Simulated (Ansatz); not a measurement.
C3H4ClSi (`[C]#C[SiH](C)Cl`) radical. Total charge 0; spin multiplicity 2. All single points use the PBE0-D4/def2-TZVP geometry.

```xyz
9

C     1.554   -1.562    2.064
C     1.141   -1.054    1.044
Si    0.498   -0.222   -0.450
C    -0.964    0.828   -0.019
Cl   -0.050   -1.673   -1.796
H     1.603    0.553   -1.056
H    -0.673    1.592    0.706
H    -1.354    1.321   -0.912
H    -1.757    0.218    0.418
```

(1) What is the dipole moment at r2SCAN/def2-TZVPP? (Estimate.)

(2) And with PBE, B3LYP, ωB97M-V? (An estimate is asked.)

(3) Give the Mulliken charges with r2SCAN, PBE, B3LYP in def2-TZVPP. (An estimate is asked.)

Answers

(1) Computed: 1.77 D, with components (-0.64, 1.56, 0.54) D in this frame, pointing from negative to positive charge.

(2) The calculation gave: PBE 1.77 D, B3LYP 1.74 D, ωB97M-V 1.73 D.

(3) The calculation gave: 
```
atom  r2SCAN    PBE  B3LYP
  C1    0.00   0.01  -0.01
  C2   -0.23  -0.18  -0.18
 Si3    0.58   0.45   0.54
  C4   -0.30  -0.36  -0.37
 Cl5   -0.25  -0.21  -0.25
  H6   -0.07  -0.06  -0.07
  H7    0.09   0.12   0.11
  H8    0.09   0.12   0.11
  H9    0.09   0.12   0.12
```

B3LYP here is the variant with VWN-RPA as its local correlation; programs differ in this.
